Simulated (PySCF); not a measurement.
C$_{3}$H$_{10}$OSi, triplet, at the geometry of the source list (a higher spin typed on purpose: for a closed-shell molecule this is an excited state) (in this run its highest filled SCF level lies above zero, so its values depend strongly on the basis, on diffuse functions most of all); CCSD(T)/STO-3G (PySCF).

Input for PySCF:
```python
from pyscf import gto, scf, cc

mol = gto.M(
    atom='''
C    -0.235800    1.252900   -1.287700
Si   -0.182500    0.083400    0.219000
C    -0.982800   -1.592900   -0.170400
C     1.627500   -0.118800    0.787700
O    -1.110300    0.667100    1.437700
H     0.320500    0.851600   -2.127900
H     0.187200    2.226500   -1.054300
H    -1.257900    1.412600   -1.619100
H    -0.969100   -2.240400    0.700200
H    -0.464700   -2.105300   -0.974200
H    -2.018600   -1.467900   -0.468700
H     2.244300   -0.564600    0.014800
H     2.074900    0.837000    1.048100
H     1.690000   -0.757400    1.664200
H    -0.922700    1.516300    1.830600
''',
    basis='sto-3g',
    charge=0,
    spin=2,
    verbose=4,
)

mf = scf.UHF(mol)
mf.kernel()

mycc = cc.CCSD(mf, frozen=9)
mycc.kernel()
et = mycc.ccsd_t()
print('E(CCSD(T)) = %.10f' % (mycc.e_tot + et))
```

Task: Predict the main parts of the log of this PySCF run.

Result: 
```
PySCF version 2.14.0

[INPUT] verbose = 4
[INPUT] num. atoms = 15
[INPUT] num. electrons = 50
[INPUT] charge = 0
[INPUT] spin (= nelec alpha-beta = 2S) = 2
[INPUT] symmetry False subgroup None
[INPUT] Mole.unit = angstrom
[INPUT] Symbol           X                Y                Z      unit          X                Y                Z       unit  Magmom
[INPUT]  1 C     -0.235800000000   1.252900000000  -1.287700000000 AA   -0.445597420172   2.367637861468  -2.433400330602 Bohr   0.0
[INPUT]  2 Si    -0.182500000000   0.083400000000   0.219000000000 AA   -0.344875017733   0.157603158789   0.413850021280 Bohr   0.0
[INPUT]  3 C     -0.982800000000  -1.592900000000  -0.170400000000 AA   -1.857222835223  -3.010144743820  -0.322009331626 Bohr   0.0
[INPUT]  4 C      1.627500000000  -0.118800000000   0.787700000000 AA    3.075529267730  -0.224499463598   1.488537268320 Bohr   0.0
[INPUT]  5 O     -1.110300000000   0.667100000000   1.437700000000 AA   -2.098162916105   1.260636297697   2.716859249287 Bohr   0.0
[INPUT]  6 H      0.320500000000   0.851600000000  -2.127900000000 AA    0.605657222923   1.609290767680  -4.021148220462 Bohr   0.0
[INPUT]  7 H      0.187200000000   2.226500000000  -1.054300000000 AA    0.353756730519   4.207475216344  -1.992338253129 Bohr   0.0
[INPUT]  8 H     -1.257900000000   1.412600000000  -1.619100000000 AA   -2.377086492090   2.669427123561  -3.059655568283 Bohr   0.0
[INPUT]  9 H     -0.969100000000  -2.240400000000   0.700200000000 AA   -1.831333587316  -4.233742409476   1.323186232420 Bohr   0.0
[INPUT] 10 H     -0.464700000000  -2.105300000000  -0.974200000000 AA   -0.878155730085  -3.978440410047  -1.840971190551 Bohr   0.0
[INPUT] 11 H     -2.018600000000  -1.467900000000  -0.468700000000 AA   -3.814601155047  -2.773928978249  -0.885714634584 Bohr   0.0
[INPUT] 12 H      2.244300000000  -0.564600000000   0.014800000000 AA    4.241112341361  -1.066939369929   0.027967946644 Bohr   0.0
[INPUT] 13 H      2.074900000000   0.837000000000   1.048100000000 AA    3.920992735860   1.581700766261   1.980621951157 Bohr   0.0
[INPUT] 14 H      1.690000000000  -0.757400000000   1.664200000000 AA    3.193637150515  -1.431278566746   3.144882216501 Bohr   0.0
[INPUT] 15 H     -0.922700000000   1.516300000000   1.830600000000 AA   -1.743650295136   2.865391722678   3.459332643629 Bohr   0.0

nuclear repulsion = 249.473804067364
number of shells = 27
number of NR pGTOs = 117
number of NR cGTOs = 39
basis = sto-3g
ecp = {}

******** <class 'pyscf.scf.uhf.UHF'> ********
method = UHF
initial guess = minao
damping factor = 0
level_shift factor = 0
DIIS = <class 'pyscf.scf.diis.CDIIS'>
diis_start_cycle = 1
diis_space = 8
diis_damp = 0
SCF conv_tol = 1e-09
SCF conv_tol_grad = None
SCF max_cycles = 50
direct_scf = True
direct_scf_tol = 1e-13
number electrons alpha = 26  beta = 24
Set gradient conv threshold to 3.16228e-05
init E= -477.793896912243

cycle= 1 E= -476.916314777342  delta_E= 0.878  |g|= 0.405  |ddm|= 3.74

cycle= 2 E= -477.03478887931  delta_E= -0.118  |g|= 0.399  |ddm|= 1.55

cycle= 3 E= -477.129230179369  delta_E= -0.0944  |g|= 0.107  |ddm|= 0.71

cycle= 4 E= -477.16071321808  delta_E= -0.0315  |g|= 0.0908  |ddm|= 0.432
cycle= 5 E= -477.189050408062  delta_E= -0.0283  |g|= 0.066  |ddm|= 0.525
cycle= 6 E= -477.210291990604  delta_E= -0.0212  |g|= 0.0334  |ddm|= 0.711
cycle= 7 E= -477.214733786575  delta_E= -0.00444  |g|= 0.0247  |ddm|= 0.353
cycle= 8 E= -477.217059115898  delta_E= -0.00233  |g|= 0.00861  |ddm|= 0.396
cycle= 9 E= -477.217147149969  delta_E= -8.8e-05  |g|= 0.00452  |ddm|= 0.049
cycle= 10 E= -477.217243747799  delta_E= -9.66e-05  |g|= 0.002  |ddm|= 0.0776
cycle= 11 E= -477.217258319218  delta_E= -1.46e-05  |g|= 0.00112  |ddm|= 0.0215
cycle= 12 E= -477.217263247381  delta_E= -4.93e-06  |g|= 0.000483  |ddm|= 0.0144
cycle= 13 E= -477.217264238986  delta_E= -9.92e-07  |g|= 0.000199  |ddm|= 0.00678
cycle= 14 E= -477.217264395807  delta_E= -1.57e-07  |g|= 9.03e-05  |ddm|= 0.00238
cycle= 15 E= -477.217264428753  delta_E= -3.29e-08  |g|= 2.37e-05  |ddm|= 0.00128
cycle= 16 E= -477.217264430301  delta_E= -1.55e-09  |g|= 1.05e-05  |ddm|= 0.000222
cycle= 17 E= -477.217264430573  delta_E= -2.73e-10  |g|= 5.15e-06  |ddm|= 4.63e-05
Extra cycle  E= -477.217264430624  delta_E= -5.02e-11  |g|= 3.97e-06  |ddm|= 1.09e-05
converged SCF energy = -477.217264430624  <S^2> = 2.0032191  2S+1 = 3.0021453

******** <class 'pyscf.cc.uccsd.UCCSD'> ********
CC2 = 0
CCSD nocc = (np.int64(17), np.int64(15)), nmo = (30, 30)
frozen orbitals 9
max_cycle = 50
direct = 0
conv_tol = 1e-07
conv_tol_normt = 1e-06
diis_space = 6
diis_start_cycle = 0
diis_start_energy_diff = 1e+09
Init t2, MP2 energy = -0.209890480824937
Init E_corr(UCCSD) = -0.209890480843011
cycle = 1  E_corr(UCCSD) = -0.25728176280538  dE = -0.047391282  norm(t1,t2) = 0.0854475
cycle = 2  E_corr(UCCSD) = -0.27262441026616  dE = -0.0153426475  norm(t1,t2) = 0.0354443
cycle = 3  E_corr(UCCSD) = -0.28294604051146  dE = -0.0103216302  norm(t1,t2) = 0.0184031
cycle = 4  E_corr(UCCSD) = -0.283062643532805  dE = -0.000116603021  norm(t1,t2) = 0.00734765
cycle = 5  E_corr(UCCSD) = -0.283126260649341  dE = -6.36171165e-05  norm(t1,t2) = 0.00417144
cycle = 6  E_corr(UCCSD) = -0.283201107371794  dE = -7.48467225e-05  norm(t1,t2) = 0.00248209
cycle = 7  E_corr(UCCSD) = -0.283197847273242  dE = 3.26009855e-06  norm(t1,t2) = 0.00137309
cycle = 8  E_corr(UCCSD) = -0.283229045107929  dE = -3.11978347e-05  norm(t1,t2) = 0.000834375
cycle = 9  E_corr(UCCSD) = -0.28324489386558  dE = -1.58487577e-05  norm(t1,t2) = 0.000389683
cycle = 10  E_corr(UCCSD) = -0.283242863093265  dE = 2.03077232e-06  norm(t1,t2) = 0.000157736
cycle = 11  E_corr(UCCSD) = -0.283238190555249  dE = 4.67253802e-06  norm(t1,t2) = 6.90025e-05
cycle = 12  E_corr(UCCSD) = -0.283235933621954  dE = 2.2569333e-06  norm(t1,t2) = 3.04786e-05
cycle = 13  E_corr(UCCSD) = -0.283235649807145  dE = 2.83814808e-07  norm(t1,t2) = 1.52721e-05
cycle = 14  E_corr(UCCSD) = -0.283235687227484  dE = -3.74203388e-08  norm(t1,t2) = 8.31037e-06
cycle = 15  E_corr(UCCSD) = -0.283235618513691  dE = 6.87137933e-08  norm(t1,t2) = 4.48587e-06
cycle = 16  E_corr(UCCSD) = -0.283235515706801  dE = 1.0280689e-07  norm(t1,t2) = 3.25258e-06
cycle = 17  E_corr(UCCSD) = -0.28323543251184  dE = 8.31949612e-08  norm(t1,t2) = 2.17019e-06
cycle = 18  E_corr(UCCSD) = -0.283235406428053  dE = 2.60837867e-08  norm(t1,t2) = 1.38008e-06
cycle = 19  E_corr(UCCSD) = -0.283235391838033  dE = 1.45900196e-08  norm(t1,t2) = 8.16748e-07
UCCSD converged
E(UCCSD) = -477.5004998224618  E_corr = -0.2832353918380333
UCCSD(T) correction = -0.00239380653654884
E(CCSD(T)) = -477.5028936290
```
